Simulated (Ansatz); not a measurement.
One change: `C[N]=[Mo]([NH2])(=[O])[N](C)C` becomes `C[N]=[Mo]([NH2])([NH2])=[O]`.

Ansatz, PBE0-D4/def2-TZVP geometries, multiplicity 1. Each molecule was computed in one conformer, which needn't be the lowest.

Elements past krypton have def2 core potentials.

```
                                      property  `C[N]=[Mo]([NH2])(=[O])[N](C)C`
            LUMO energy (PBE0/def2-TZVPP) / eV                            -0.91
         LUMO energy (ωB97M-V/def2-TZVPP) / eV                             1.11
             HOMO energy (PBE/def2-TZVPP) / eV                            -5.14
           HOMO–LUMO gap (PBE/def2-TZVPP) / eV                             3.43
            HOMO energy (PBE0/def2-TZVPP) / eV                            -6.37
size of the dipole moment (PBE/def2-TZVPP) / D                             2.48
```

(1) What does the change do to each property? (Estimate.)

Answers

(1) Computed: 
```
                                      property  `C[N]=[Mo]([NH2])([NH2])=[O]`  shift
            LUMO energy (PBE0/def2-TZVPP) / eV                          -1.01  -0.10
         LUMO energy (ωB97M-V/def2-TZVPP) / eV                           1.07  -0.04
             HOMO energy (PBE/def2-TZVPP) / eV                          -5.66  -0.52
           HOMO–LUMO gap (PBE/def2-TZVPP) / eV                           3.85   0.42
            HOMO energy (PBE0/def2-TZVPP) / eV                          -6.99  -0.62
size of the dipole moment (PBE/def2-TZVPP) / D                           2.32  -0.16
```

With PBE0 the HOMO falls by 0.62 eV and the LUMO falls by 0.10 eV, so the gap widens by about 0.52 eV. PBE moves the HOMO by -0.52 eV and ωB97M-V by -0.67 eV. Dipoles are sizes alone; their direction can turn.

Positive LUMOs are unbound, so they and the gaps depend on the basis.
